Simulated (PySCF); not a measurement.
C3H10OSi (SMILES CO[SiH](C)C), singlet, at a GFN2-xTB geometry. Base run: M062X/6-31G in PySCF.

PySCF was given this input:
```python
from pyscf import gto, scf, dft, solvent

mol = gto.M(
    atom='''
Si   -0.36675138   -0.05511610   -0.43812856
C    -1.24421669    1.61578615   -0.55712906
C    -1.27709506   -1.24986970    0.73450234
O     1.10487854    0.35760015    0.12915782
C     2.16501250   -0.47866894    0.47951788
H    -0.24106612   -0.71016511   -1.75264544
H    -2.23728455    1.48940003   -0.97437540
H    -0.70080656    2.30270175   -1.19679374
H    -1.35036338    2.08613573    0.41536555
H    -0.77262670   -2.21099946    0.79620520
H    -1.33268420   -0.84577347    1.74264273
H    -2.29305958   -1.44002184    0.40399370
H     2.51776417   -1.04292084   -0.38738106
H     1.86639863   -1.18619493    1.25689012
H     2.97701486    0.14517717    0.85528867
''',
    basis='6-31g',
    verbose=4,
)

mf = dft.RKS(mol)
mf.xc = 'm062x'
mf.kernel()
```

Each row names what was changed in the base input (with any setting that the change needs).

```json
[
 {"change": "base", "ΔE vs base (kcal/mol)": "0.000", "dipole (D)": "1.39", "HOMO-LUMO gap (eV)": "11.23"},
 {"change": "model = COSMO; solvent = chloroform", "ΔE vs base (kcal/mol)": "[?]", "dipole (D)": "[?]", "HOMO-LUMO gap (eV)": "11.31"},
 {"change": "model = IEF-PCM; solvent = chloroform; r_probe = 0.5", "ΔE vs base (kcal/mol)": "-0.95", "dipole (D)": "1.56", "HOMO-LUMO gap (eV)": "11.26"},
 {"change": "model = IEF-PCM; solvent = chloroform", "ΔE vs base (kcal/mol)": "-2.63", "dipole (D)": "1.67", "HOMO-LUMO gap (eV)": "11.31"},
 {"change": "model = C-PCM; solvent = chloroform", "ΔE vs base (kcal/mol)": "-3.01", "dipole (D)": "1.72", "HOMO-LUMO gap (eV)": "11.32"},
 {"change": "model = IEF-PCM; solvent = chloroform; lebedev_order = 41", "ΔE vs base (kcal/mol)": "-2.64", "dipole (D)": "1.67", "HOMO-LUMO gap (eV)": "11.31"},
 {"change": "model = IEF-PCM; solvent = tetrahydrofuran", "ΔE vs base (kcal/mol)": "-3.05", "dipole (D)": "1.72", "HOMO-LUMO gap (eV)": "11.32"},
 {"change": "model = IEF-PCM; solvent = dimethylsulfoxide", "ΔE vs base (kcal/mol)": "[?]", "dipole (D)": "[?]", "HOMO-LUMO gap (eV)": "11.34"},
 {"change": "model = ddCOSMO; solvent = chloroform", "ΔE vs base (kcal/mol)": "[?]", "dipole (D)": "[?]", "HOMO-LUMO gap (eV)": "[?]"},
 {"change": "model = IEF-PCM; solvent = acetonitrile", "ΔE vs base (kcal/mol)": "-3.72", "dipole (D)": "1.81", "HOMO-LUMO gap (eV)": "11.34"},
 {"change": "model = SS(V)PE; solvent = chloroform", "ΔE vs base (kcal/mol)": "-2.58", "dipole (D)": "1.66", "HOMO-LUMO gap (eV)": "11.30"},
 {"change": "model = IEF-PCM; solvent = chloroform; vdw_scale = 1.1", "ΔE vs base (kcal/mol)": "-3.71", "dipole (D)": "1.72", "HOMO-LUMO gap (eV)": "11.34"}
]
```

**Question.** What belongs in the gaps?

**Answer.** 
- model = COSMO; solvent = chloroform, ΔE vs base (kcal/mol): -2.70
- model = COSMO; solvent = chloroform, dipole (D): 1.68
- model = IEF-PCM; solvent = dimethylsulfoxide, ΔE vs base (kcal/mol): -3.77
- model = IEF-PCM; solvent = dimethylsulfoxide, dipole (D): 1.82
- model = ddCOSMO; solvent = chloroform, ΔE vs base (kcal/mol): -2.29
- model = ddCOSMO; solvent = chloroform, dipole (D): 1.70
- model = ddCOSMO; solvent = chloroform, HOMO-LUMO gap (eV): 11.33

The base is the gas phase, so ΔE is the electrostatic part of solvation at a fixed geometry, without cavity and dispersion terms.
